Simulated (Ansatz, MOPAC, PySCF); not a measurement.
Isomers of C2H3N: 1 is N#CC, 2 is [C-]#[N+]C; one conformer of each (the lowest of an xTB search), B3LYP-D3(BJ)/def2-TZVP minima.
Isomer 1 (charge 0, multiplicity 1):
```json
[
 {"atom": "C", "x (Å)": "-0.4885", "y (Å)": "0.0087", "z (Å)": "0.0060"},
 {"atom": "C", "x (Å)": "0.9656", "y (Å)": "-0.0172", "z (Å)": "-0.0119"},
 {"atom": "N", "x (Å)": "2.1147", "y (Å)": "-0.0376", "z (Å)": "-0.0260"},
 {"atom": "H", "x (Å)": "-0.8849", "y (Å)": "-0.5950", "z (Å)": "-0.8107"},
 {"atom": "H", "x (Å)": "-0.8596", "y (Å)": "-0.3908", "z (Å)": "0.9501"},
 {"atom": "H", "x (Å)": "-0.8473", "y (Å)": "1.0319", "z (Å)": "-0.1075"}
]
```
Isomer 2 (charge 0, multiplicity 1):
```xyz
6

C      2.100    -0.031     0.018
N      0.936    -0.014     0.008
C     -0.482     0.007    -0.004
H     -0.853    -0.597    -0.831
H     -0.865    -0.396     0.933
H     -0.835     1.031    -0.124
```

No zero-point or thermal terms.

Cores are frozen in the correlated methods. CBS: X⁻³ extrapolation of the correlation energy, Hartree–Fock from the larger set. Rows in 3-21G, 6-31G*, STO-3G carry no dispersion term and start afresh at each structure (6-31G* with six Cartesian d functions). MP2/6-31G* freezes PySCF's default core. The state reached by AM1, PM3, PM6 isn't checked.

Run with Ansatz (a program for electronic structure) with Gaussian orbitals; MOPAC for AM1, PM3, PM6 (differences of heats of formation); PySCF for 3-21G rows, 6-31G* rows, STO-3G rows, the dispersion terms. 

Other levels give for the electronic energy of isomer 2 less that of isomer 1: PBE/def2-TZVPP 24.97; B3LYP/def2-TZVPP 23.54; B3LYP-D3(BJ)/def2-TZVPP 23.37; wB97M-V/def2-TZVPP 22.52; CCSD(T)/CBS(cc-pVTZ, cc-pVQZ) 24.25 kcal/mol.

Q: What do these common cheap choices give for the same quantity: AM1, PM3, PM6, HF/STO-3G, BP86/6-31G*, B3LYP/3-21G, M06-2X/6-31G*, MP2/6-31G*?

A: AM1 31.66; PM3 31.68; PM6 25.28; HF/STO-3G 24.08; BP86/6-31G* 24.89; B3LYP/3-21G 26.64; M06-2X/6-31G* 22.78; MP2/6-31G* 28.02 kcal/mol. They span 22.78 to 31.68 kcal/mol.
